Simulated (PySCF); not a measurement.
A structure optimised at B3LYP-D3(BJ)/def2-SVP, used in a PySCF frequency run:

```
B
O 1 1.3506
H 2 0.9668 1 112.96
O 1 1.3708 2 124.82 3 0.00
C 4 1.4267 1 107.48 2 180.00
H 5 1.1041 4 109.50 1 -120.83
H 5 1.1041 6 108.08 4 119.22
N 5 1.4424 6 109.81 7 119.78
C 8 1.2870 5 108.44 6 120.64
H 9 1.0974 8 119.35 5 180.00
```

Task: Write its SMILES, formula and point group.

Result: OB1C=NCO1, C₂H₄BNO₂, Cs

Task: What are its rotational constants (standard atomic weights)?

Result: 8.2736, 3.4536, 2.4750 GHz
